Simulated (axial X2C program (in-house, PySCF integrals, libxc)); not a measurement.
## How long does NaHg⁺ take?

A bond scan computed with an in-house all-electron X2C program for linear molecules (integrals from PySCF). Basis: Hg dyall-cv3z [13s14p9d6f4g], Na dyall-cv3z [9s8p5d2f] (cores contracted in-house).

The run was started with this input:
```json
{
 "zs": [
  80,
  11
 ],
 "q": 1,
 "bas": [
  "dyall-cv3z",
  "dyall-cv3z"
 ],
 "levels": [
  "PBE0",
  "HF",
  "BP86"
 ],
 "cc": true,
 "r0": 2.88,
 "thr": -1.0,
 "nmax": 90,
 "npts": 10,
 "nst": 2,
 "ntry": 6
}
```
```bash
python so2c.py task.json out
```

Keys: zs atomic numbers; q charge; bas basis sets; levels methods; cc coupled cluster on or off; r0 starting distance in Å; thr threshold in hartree for freezing inner shells (an s shell follows its p shell); nmax most natural virtual spinors; npts points on the curve; nst determinants followed; ntry starts of the search. HF also brings MP2.

Hardware: 1 thread of Intel(R) Xeon(R) CPU @ 2.80GHz (Skylake/Cascade Lake) (shared host).

Wall time of one point of each curve, integrals apart:

```json
{"Hamiltonian": "spin-free", "level": "PBE0", "points": "10", "seconds a point": "0.64"}
{"Hamiltonian": "spin-free", "level": "HF", "points": "10", "seconds a point": "0.29"}
{"Hamiltonian": "spin-free", "level": "CCSD(T) (12 electrons, 90 virtuals)", "points": "7", "seconds a point": "5.6"}
{"Hamiltonian": "spin-free", "level": "BP86", "points": "10", "seconds a point": "0.5"}
{"Hamiltonian": "2c", "level": "PBE0", "points": "10", "seconds a point": "0.86"}
{"Hamiltonian": "2c", "level": "HF", "points": "10", "seconds a point": "0.52"}
{"Hamiltonian": "2c", "level": "CCSD(T) (12 electrons, 90 virtuals)", "points": "7", "seconds a point": "6.3"}
{"Hamiltonian": "2c", "level": "BP86", "points": "10", "seconds a point": "0.53"}
```

The rest:

Search with its distance optimisation 37 s, atoms 23 s, whole task 180 s. Coupled cluster runs on the points near the minimum only. The program drops outer points, and coupled cluster, when its time limit (not in the input) nears; MP2, further determinants and curves that did not converge are not in the table.
